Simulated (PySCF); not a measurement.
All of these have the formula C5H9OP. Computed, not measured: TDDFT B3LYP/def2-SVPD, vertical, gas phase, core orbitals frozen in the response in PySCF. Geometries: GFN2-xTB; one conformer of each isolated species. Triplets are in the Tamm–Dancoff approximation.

A. `CCCCP=C=O`
B. `CC[C@@H](C)P=C=O`
C. `C=C[P@@]1(=O)C[C@@H]1C`
D. `CC#C[P@H](=O)CC`

Lowest singlet levels (six at most, fewer where fewer were computed) with oscillator strengths:

1. 255 nm (f 0.125); 224 nm (f 0.001); 217 nm (f 0.010); 189 nm (f 0.001); 183 nm (f 0.008); 182 nm (f 0.045); T1 4.00 eV
2. 211 nm (f 0.002); 207 nm (f 0.007); 205 nm (f 0.010); 200 nm (f 0.002); 197 nm (f 0.040); 191 nm (f 0.007); T1 5.01 eV
3. 422 nm (f 0.000); 255 nm (f 0.009); 218 nm (f 0.012); 208 nm (f 0.019); 195 nm (f 0.075); 193 nm (f 0.125); T1 2.59 eV
4. 444 nm (f 0.001); 260 nm (f 0.007); 213 nm (f 0.025); 206 nm (f 0.010); 195 nm (f 0.015); 194 nm (f 0.196); T1 2.44 eV

Question: Which spectrum belongs to which structure?

Answer: 1 = C, 2 = D, 3 = B, 4 = A.
- A: S1 at 2.79 eV, HOMO→LUMO (100%); Löwdin shares by element: HOMO phosphorus 45%, carbon 32% or more, oxygen 17%; LUMO carbon 47% or more, oxygen 28%, phosphorus 20%; HOMO -6.29 and LUMO -2.02 eV.
- B: S1 at 2.94 eV, HOMO→LUMO (100%); Löwdin shares by element: HOMO phosphorus 45%, carbon 30% or more, oxygen 17%; LUMO carbon 48% or more, oxygen 27%, phosphorus 18%; HOMO -6.33 and LUMO -1.91 eV.
- C: S1 at 4.87 eV, HOMO→LUMO (96%); Löwdin shares by element: HOMO carbon 33% or more, oxygen 30%, phosphorus 18% (atoms not listed hold the other 19%); LUMO carbon 67% or more, phosphorus 8%, hydrogen 5% or more (atoms not listed hold the other 20%); HOMO -6.69 and LUMO -1.17 eV.
- D: S1 at 5.87 eV, HOMO→LUMO (79%), HOMO-2→LUMO (11%); Löwdin shares by element: HOMO oxygen 57%, phosphorus 14%, carbon 10% or more, hydrogen 4% or more; LUMO carbon 45% or more, phosphorus 16%, oxygen 8% (atoms not listed hold the other 31%); HOMO -7.43 and LUMO -0.43 eV.
A and B have S1 within 0.15 eV of each other; their strongest listed levels stand at 6.40 eV (f 0.196) and 6.42 eV (f 0.125).
